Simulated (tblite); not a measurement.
Compound: C4H6F4O.
Cartesian coordinates in Å at the GFN2-xTB level; atoms count from 1:
```
atom  x, y, z in Å
F1     2.3854   -1.6496   -0.8694
C2     2.4625   -0.3091   -0.6016
O3     1.2253    0.2867   -0.7611
C4     0.2701   -0.0660    0.1767
F5     0.6258    0.4732    1.4024
C6    -1.0709    0.5153   -0.2486
C7    -2.1574    0.1777    0.7612
F8    -2.4048   -1.1545    0.7658
F9    -3.3191    0.7772    0.4173
H10    2.8550   -0.2129    0.4210
H11    3.1325    0.1397   -1.3409
H12    0.2191   -1.1546    0.3365
H13   -0.9805    1.5992   -0.3261
H14   -1.3388    0.1065   -1.2231
H15   -1.9086    0.4793    1.7897
```

Calculated harmonic vibrations of the isolated species, GFN2-xTB (tblite), most abundant isotopes, no scaling. This tight-binding method is rough: wavenumbers can miss measured ones by several per cent, in bad cases by 10 to 20. One conformer, not necessarily the lowest.

Harmonic wavenumbers (cm⁻¹): 46.1, 47.9, 80.7, 117.4, 135.1, 238.6, 301.2, 337.0, 466.2, 471.7, 511.1, 561.1, 602.5, 847.4, 912.6, 975.1, 995.3, 1049.0, 1050.8, 1081.1, 1102.4, 1116.1, 1127.8, 1158.4, 1221.4, 1246.4, 1272.5, 1293.3, 1296.9, 1314.9, 1338.9, 1421.4, 1428.5, 2887.0, 2904.2, 2905.9, 2973.0, 3016.9, 3018.3.

A = 3474, B = 700.1, C = 671.8 MHz; mass 146.035 u (most abundant isotopes); point group C1, symmetry number 1.

Problem. What is the zero-point energy?

Solution. Half the sum of the wavenumbers: 22436 cm⁻¹ = 64.15 kcal/mol.

Problem. What is S at 298.15 K and 1 bar for an ideal gas of classical rigid rotors and harmonic oscillators?

Solution. Translation 40.87, rotation 29.67, vibration 28.49: S = 99.0 cal/(mol K).

Problem. And Cp and H(298.15 K) − H(0)?

Solution. Cp = 33.91 cal/(mol K), of which vibrations give 25.96 (their classical limit is 39 R = 77.5); H(298.15 K) − H(0) = 6.54 kcal/mol without the zero-point energy, 4.17 from vibrations.

Problem. Blend soft modes into free rotors: weight 1/[1 + (100 cm⁻¹/ν̃)⁴] for the oscillator and the rest for a rotor with moment μB/(μ + B), μ = h/(8π²ν), B = 10⁻⁴⁴ kg m². What vibrational entropy results?

Solution. 25.16 cal/(mol K) in place of 28.49, which changes −T·S at 298.15 K by +0.99 kcal/mol.

Problem. Which modes carry the vibrational entropy at 298.15 K?

Solution. 46.1 cm⁻¹: 4.98; 47.9 cm⁻¹: 4.90; 80.7 cm⁻¹: 3.87; 117.4 cm⁻¹: 3.14; 135.1 cm⁻¹: 2.87; 238.6 cm⁻¹: 1.81 cal/(mol K); the other 33 give 6.90 together.

Hindered rotation and anharmonicity are outside this model. Other conformers, if any are populated, would add a mixing term that is left out. The structure is chiral; the term R ln 2 for an equal mix with its mirror image is left out.
